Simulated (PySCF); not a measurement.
## What binds to fluorosilane, and how strongly

Gas-phase complexes of fluorosilane, each in one structure from a short search with a few starts, optimised by PBE0-D3(BJ)/def2-SVPD or PBE0-D3(BJ)/def2-TZVPD; other ways of binding may lie lower. Energies in kcal/mol, PBE0-D3(BJ)/def2-TZVPD, counterpoise-corrected (PySCF): interaction is complex less parts frozen as they stand in it, binding adds what it costs to deform them. Contacts are written partner···fluorosilane; electrostatic, Pauli and orbital are terms of the uncorrected same energy, whose rest is dispersion or correlation.

2 other partners are left out, for which the search missed the form known or expected to bind best.

Frequency runs check only 1 of the 8 structures; these show no clear imaginary mode.

Order these partners of fluorosilane by binding energy, strongest first: acetylene, hydrogen cyanide, acetonitrile, formaldehyde, fluoride, chloride, water, ammonia.

fluoride (-56.1), chloride (-22.2), ammonia (-7.8), formaldehyde (-4.5), water (-4.1), acetonitrile (-3.6), hydrogen cyanide (-3.2), acetylene (-2.1).
```
         partner  contact  distance (Å)  binding  interaction  electrostatic  Pauli  orbital
        fluoride   F···Si          1.74    -56.1        -81.5         -145.3  164.9   -101.1
        chloride  Cl···Si          2.46    -22.2        -35.2          -58.5   70.7    -46.6
         ammonia   N···Si          2.40     -7.8        -11.1          -30.8   38.7    -18.1
    formaldehyde   O···Si          2.64     -4.5         -5.1          -10.2   11.8     -5.7
           water   O···Si          2.71     -4.1         -4.6           -9.2    9.8     -4.4
    acetonitrile   N···Si          3.31     -3.6         -4.0           -4.7    3.6     -1.6
hydrogen cyanide    H···F          2.10     -3.2         -3.3           -3.8    2.1     -1.3
       acetylene    H···F          2.50     -2.1         -2.1           -2.0    1.4     -0.6
```
